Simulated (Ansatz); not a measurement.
Input file for Ansatz (a first-principles code): U-wB97X-V/def2-TZVPP on ClHSn (SMILES [Cl][SnH]), a point of a bond scan (R = 3.594 Å). Elements past Kr take the def2 small-core potentials; no spin–orbit coupling.

Ansatz 0.2 input:
```yaml
crystal:
  periodic: [false, false, false]
  atoms:
    - {symbol: Sn, position_ang: [-0.30483669, -0.30030482, 0.41765924]}
    - {symbol: H, position_ang: [-1.42233025, -0.94349575, -0.81898880]}
    - {symbol: Cl, position_ang: [1.62278583, 1.55827622, -1.97918017]}
basis:
  gaussian:
    orbitals: def2-TZVPP
hamiltonian:
  xc: {name: wB97X-V}
magnetization: {spin_polarized: true, initial_magnetization: 0}
```

Q: What total energy does the run end on?

A: -674.9640 hartree.

Q: How many basis functions does it have, and what does it roughly cost on one machine?

A: 106 functions; around 17 core-seconds (rough).
